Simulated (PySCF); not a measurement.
AlH3Se, SMILES [AlH2][SeH].

Coordinates come from a r2SCAN-D4/def2-TZVP optimisation.

The numbers are results of PySCF with ωB97X/def2-TZVPD, not measurements.

Symmetry labels are those of the subgroup Cs that the program uses (full group Cs).

List the valence orbital energies around the gap with their symmetry. (Estimate from the structure and the level; the computed values follow.)


```json
[
 {"orbital": "HOMO−7", "symmetry": "A\"", "energy (eV)": "-60.09"},
 {"orbital": "HOMO−6", "symmetry": "A'", "energy (eV)": "-60.09"},
 {"orbital": "HOMO−5", "symmetry": "A'", "energy (eV)": "-22.39"},
 {"orbital": "HOMO−4", "symmetry": "A'", "energy (eV)": "-14.59"},
 {"orbital": "HOMO−3", "symmetry": "A'", "energy (eV)": "-13.25"},
 {"orbital": "HOMO−2", "symmetry": "A'", "energy (eV)": "-11.29"},
 {"orbital": "HOMO−1", "symmetry": "A'", "energy (eV)": "-10.68"},
 {"orbital": "HOMO", "symmetry": "A\"", "energy (eV)": "-9.68"},
 {"orbital": "LUMO", "symmetry": "A\"", "energy (eV)": "0.35"},
 {"orbital": "LUMO+1", "symmetry": "A'", "energy (eV)": "1.21"},
 {"orbital": "LUMO+2", "symmetry": "A'", "energy (eV)": "1.72"},
 {"orbital": "LUMO+3", "symmetry": "A'", "energy (eV)": "1.85"}
]
```
